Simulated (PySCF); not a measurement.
H6Si2Te, SMILES [SiH3][Te][SiH3].

The structure is a stationary point at B3LYP-D3(BJ)/def2-SVP. The def2 effective core potentials stand for the cores of Te; spin–orbit coupling is left out.

Two levels are set side by side: PBE/def2-TZVPD (PySCF) and ωB97X/def2-TZVPD (PySCF). Same geometry, gas phase. Differences are taken from unrounded values.

```json
[
 {"quantity": "orbital gap (eV)", "PBE": "3.86"},
 {"quantity": "highest occupied level (eV)", "PBE": "-5.53"},
 {"quantity": "lowest empty level (eV)", "PBE": "-1.67"},
 {"quantity": "dipole moment (D)", "PBE": "0.51"},
 {"quantity": "mean polarisability (bohr³)", "PBE": "108.2"}
]
```

Question: These are the PBE values. What does ωB97X give? (The exact figures need the calculation; the answer reports its results.)

Answer: 
```tsv
quantity	ωB97X	PBE minus ωB97X
orbital gap (eV)	9.49	-5.63
highest occupied level (eV)	-8.61	3.08
lowest empty level (eV)	0.88	-2.55
dipole moment (D)	0.70	-0.19
mean polarisability (bohr³)	103.4	4.7
```

Without exact exchange PBE keeps part of each electron's self-repulsion, which lifts occupied levels and narrows the gap. Loosely held outer electrons make PBE densities more polarisable. Differences between two approximate levels are no errors against the true value.

Rough cost on one machine, each run with all the roots and properties that it gave: ωB97X against PBE within a factor of 2.
